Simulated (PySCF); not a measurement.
Species: CH6AsNSi2.
Bonds: N1–C2 (triple), C2–Si3, Si3–As4, As4–Si5. Hydrogens: H6, H7 on Si3; H8 on As4; H9, H10, H11 on Si5.

Computed by this run: PySCF, PBE0-D3(BJ)/def2-SVP geometry optimisation, gas phase; density fitting, grid level 1; the optimiser is geomeTRIC in internal coordinates, started from a GFN2-xTB structure with every atom displaced at random (about 0.01 Å).

Step 0: E = -79189.7106 eV
```
atom  x, y, z in Å  |  force x, y, z in eV/Å
N1     -1.8800    2.5458    0.0845   -0.421   5.383   0.172
C2     -1.8021    1.4268    0.0577    0.483  -5.386  -0.258
Si3    -1.5458   -0.4182   -0.0406    0.655   0.804   0.417
As4     0.4105   -0.6759   -1.3438   -0.706   0.004  -0.770
Si5     1.9177    0.0783    0.2214    0.058   0.207   1.024
H6     -1.4884   -0.8386    1.3743    0.134  -0.216   0.217
H7     -2.7391   -0.9518   -0.6525   -0.648  -0.440  -0.527
H8      0.5431   -2.1154   -0.9306    0.087  -0.425   0.088
H9      3.2761   -0.2478   -0.1959    0.587  -0.197  -0.378
H10     1.7396   -0.4988    1.5810   -0.124  -0.132   0.115
H11     1.8046    1.5395    0.3600   -0.104   0.398  -0.101
```

Step 1: E = -79189.9136 eV
```
atom  x, y, z in Å  |  force x, y, z in eV/Å
N1     -1.8481    2.6277    0.1008    0.061  -0.631  -0.035
C2     -1.7371    1.4687    0.0538   -0.059   0.637   0.059
Si3    -1.4907   -0.3696   -0.0210   -0.123  -0.295  -0.187
As4     0.3818   -0.7418   -1.4025    0.192  -0.022   0.167
Si5     1.8783    0.0870    0.2699   -0.025  -0.077  -0.268
H6     -1.3374   -0.8638    1.3770   -0.043   0.057   0.014
H7     -2.6956   -0.9757   -0.6725    0.050   0.119   0.140
H8      0.5219   -2.1986   -0.9299   -0.062   0.186  -0.016
H9      3.2659   -0.1966   -0.2107   -0.030   0.027   0.079
H10     1.6478   -0.5525    1.5991    0.014   0.018   0.014
H11     1.6494    1.5595    0.3516    0.026  -0.019   0.034
```

**Question.** Estimate the geometry and energy of step 2. (The exact step hangs on the optimiser's Hessian estimate; all steps are aligned on step 1, rigid shifts and turns removed.)

**Answer.** E = -79189.9258 eV, largest force 0.162 eV/Å
```
atom  x, y, z in Å  |  force x, y, z in eV/Å
N1     -1.8532    2.6083    0.1062    0.012  -0.116  -0.011
C2     -1.7456    1.4535    0.0543   -0.012   0.160   0.022
Si3    -1.5038   -0.3852   -0.0317    0.015  -0.079  -0.068
As4     0.3912   -0.7336   -1.3981    0.026   0.057   0.070
Si5     1.8946    0.0877    0.2591   -0.058  -0.019  -0.082
H6     -1.3697   -0.8641    1.3730   -0.003   0.000   0.009
H7     -2.7200   -0.9645   -0.6687   -0.001   0.013   0.022
H8      0.5157   -2.1765   -0.9158    0.001  -0.022   0.005
H9      3.2841   -0.2012   -0.2025    0.002  -0.003   0.010
H10     1.6616   -0.5413    1.5932    0.006   0.004   0.013
H11     1.6813    1.5609    0.3466    0.013   0.005   0.010
```

The energy changes by -0.0123 eV. The first-order estimate −F·Δx gives -0.0227 eV and the mean of the old and new forces, exact on a quadratic surface, -0.0129 eV. The step makes an angle of 75° with the force vector and moves no atom by more than 0.033 Å.

The cost below is that of the whole optimisation. On Arm Neoverse V1, one thread, shared host, this took 76 s wall and 0.53 GiB of memory at its peak.
